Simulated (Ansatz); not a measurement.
`CC(C)(C)I` → HI + `C=C(C)C` at 600 K and 1 bar (alkene loss).

Isolated molecules relaxed with PBE0-D4/def2-TZVP in Ansatz; ΔE leaves out vibrations. CBS: MP2 limit from def2 TZ/QZ plus the TZ coupled-cluster correction, frozen cores. This one scheme is used for every species. def2 core potentials past Kr. For I outer-core shells are correlated without core-valence functions, which leaves a few kJ/mol of doubt a bond.

```csv
species,CCSD(T)/CBS energy (Eh),H − E (kJ/mol),S (J/(mol·K))
`CC(C)(C)I`,-455.08918,384.2,437.4
HI,-298.03592,31.6,227.0
`C=C(C)C`,-157.01236,335.3,369.9
```

H − E and S are ideal-gas, rigid-rotor, harmonic terms from PBE0-D4/def2-TZVP. 1 Eh = 2625.50 kJ/mol, R = 8.31446 J/(mol·K).

Q: By hand: ΔE, ΔH, ΔS and ΔG.

A: ΔE = (-298.03592) + (-157.01236) − (-455.08918) = 0.04090 Eh = 107.4 kJ/mol. Δ(H − E) = 31.6 + 335.3 − 384.2 = -17.3, so ΔH = 90.1 kJ/mol. ΔS = 227.0 + 369.9 − 437.4 = 159.5 J/(mol·K). ΔG = 90.1 − 600 × (159.5)/1000 = -5.6 kJ/mol.

Q: By hand: the equilibrium constant, and the temperature at which ΔG would vanish if ΔH and ΔS stayed fixed.

A: log₁₀ K = −ΔG/(RT ln 10) = 0.5. ΔG = 0 at ΔH/ΔS = 565 K.

The number of gas molecules changes by +1, which sets the sign of ΔS. The sign of ΔG lies within the doubt. A doubt of 5 kJ/mol in ΔE shifts log₁₀ K by 0.4 here. These are equilibria of isolated gas molecules and say nothing of rates. Largest T1 diagnostic: 0.010 (customary marks: 0.02 for closed shells, 0.045 for open ones).
